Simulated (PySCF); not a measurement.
selenium dioxide (O2Se), SMILES O=[Se]=O.

Geometry optimised at PBE0-D3(BJ)/def2-TZVP.

Two levels are set side by side: TDDFT-PBE/def2-SVPD (PySCF) and TDDFT-CAM-B3LYP/def2-SVPD (PySCF). Vertical, same geometry. The lowest singlet is HOMO→LUMO 100 % with PBE and HOMO→LUMO 100 % with the other functional; states are paired by order. Differences are taken from unrounded values.

```json
[
 {"quantity": "lowest singlet excitation (eV)", "TDDFT-PBE": "3.18"},
 {"quantity": "lowest triplet excitation (TDA) (eV)", "TDDFT-PBE": "2.42"}
]
```

Question: These are the TDDFT-PBE values. What does TDDFT-CAM-B3LYP give? (The exact figures need the calculation; the answer reports its results.)

Answer: 
| quantity | TDDFT-CAM-B3LYP | TDDFT-PBE minus TDDFT-CAM-B3LYP |
|---|---|---|
| lowest singlet excitation (eV) | 3.22 | -0.04 |
| lowest triplet excitation (TDA) (eV) | 2.47 | -0.04 |

On these quantities the two levels nearly agree.

Rough cost on one machine, each run with all the roots and properties that it gave: TDDFT-CAM-B3LYP against TDDFT-PBE about 4 times.
